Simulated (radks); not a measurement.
Problem. Method: non-relativistic Kohn-Sham, PBE, spin-polarised, spherical densities, point nucleus; open shells are filled with parallel spins first (spin-orbit coupling, left out, can overturn this in heavy ions); computed with a radial shooting solver on a logarithmic mesh with Libxc functionals. Response by self-consistent Sternheimer equations with the Hartree and adiabatic LDA kernel. For heavy and open-shell atoms this level of theory can miss by tens of per cent. Rank Ni+, Zn+, Mo3+, B2+, Rb, Li2+, S, Fe+, Rb+, Sn (NIST ground configurations) by static dipole polarisability, largest first.

Solution. Rb 339.1, Sn 61.76, Fe+ 25.24, S 21.22, Zn+ 17.66, Rb+ 9.524, Ni+ 9.292, B2+ 6.582, Mo3+ 5.671, Li2+ 0.05945 bohr^3.
